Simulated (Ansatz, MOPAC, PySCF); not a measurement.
Dimer: SiH4 (SMILES [SiH4]) (first 5 atoms) with C2H6O (SMILES CCO); geometry from B3LYP-D3(BJ)/def2-TZVP, rigid monomers moved along the line of their centres of mass till Si1···O8 is 4.24 Å.
(charge 0, multiplicity 1):
```json
[
 {"atom": "Si", "x (Å)": "-0.0535", "y (Å)": "-0.0674", "z (Å)": "-0.0831"},
 {"atom": "H", "x (Å)": "-1.2349", "y (Å)": "0.1941", "z (Å)": "0.7671"},
 {"atom": "H", "x (Å)": "-0.3987", "y (Å)": "0.3154", "z (Å)": "-1.4767"},
 {"atom": "H", "x (Å)": "0.3081", "y (Å)": "-1.4990", "z (Å)": "-0.0665"},
 {"atom": "H", "x (Å)": "1.0879", "y (Å)": "0.7688", "z (Å)": "0.3487"},
 {"atom": "C", "x (Å)": "0.1797", "y (Å)": "1.3491", "z (Å)": "5.1102"},
 {"atom": "C", "x (Å)": "-0.1923", "y (Å)": "-0.1171", "z (Å)": "4.9810"},
 {"atom": "O", "x (Å)": "0.6173", "y (Å)": "-0.8111", "z (Å)": "4.0323"},
 {"atom": "H", "x (Å)": "-0.4834", "y (Å)": "1.8527", "z (Å)": "5.8172"},
 {"atom": "H", "x (Å)": "0.1052", "y (Å)": "1.8523", "z (Å)": "4.1456"},
 {"atom": "H", "x (Å)": "1.2035", "y (Å)": "1.4627", "z (Å)": "5.4777"},
 {"atom": "H", "x (Å)": "-0.1412", "y (Å)": "-0.6141", "z (Å)": "5.9571"},
 {"atom": "H", "x (Å)": "-1.2136", "y (Å)": "-0.2214", "z (Å)": "4.6131"},
 {"atom": "H", "x (Å)": "1.5425", "y (Å)": "-0.7047", "z (Å)": "4.2795"}
]
```

Monomers are frozen at their geometry in the pair; levels with a basis set take the counterpoise correction. Rows marked so take none.

Rows in 3-21G, 6-31G*, STO-3G carry no dispersion term and start afresh at each structure (6-31G* with six Cartesian d functions). MP2/6-31G* freezes PySCF's default core. The state reached by PM6, PM7 isn't checked; PM7 holds dispersion and hydrogen-bond terms.

Codes used: Ansatz (Gaussian basis) for Hartree–Fock, density functionals and correlated methods; MOPAC for PM6, PM7 (differences of heats of formation); PySCF for 3-21G rows, 6-31G* rows, STO-3G rows, the dispersion terms. 

Other levels give for the interaction energy: PBE/def2-TZVPPD -0.56; B3LYP/def2-TZVPPD -0.23; B3LYP-D3(BJ)/def2-TZVPPD -0.87; wB97M-V/def2-TZVPPD -0.92 kcal/mol.

What do these common cheap choices give for the same quantity: PM6, PM7, HF/STO-3G (no counterpoise), HF/6-31G* (no counterpoise), BP86/6-31G* (no counterpoise), B3LYP/3-21G (no counterpoise), B3LYP/6-31G* (no counterpoise), MP2/6-31G*?

PM6 -0.36; PM7 -0.65; HF/STO-3G (no counterpoise) -0.28; HF/6-31G* (no counterpoise) -1.04; BP86/6-31G* (no counterpoise) -0.94; B3LYP/3-21G (no counterpoise) -1.76; B3LYP/6-31G* (no counterpoise) -1.22; MP2/6-31G* -0.62 kcal/mol. They span -1.76 to -0.28 kcal/mol.

Ansatz is a quantum-chemistry and plane-wave program.
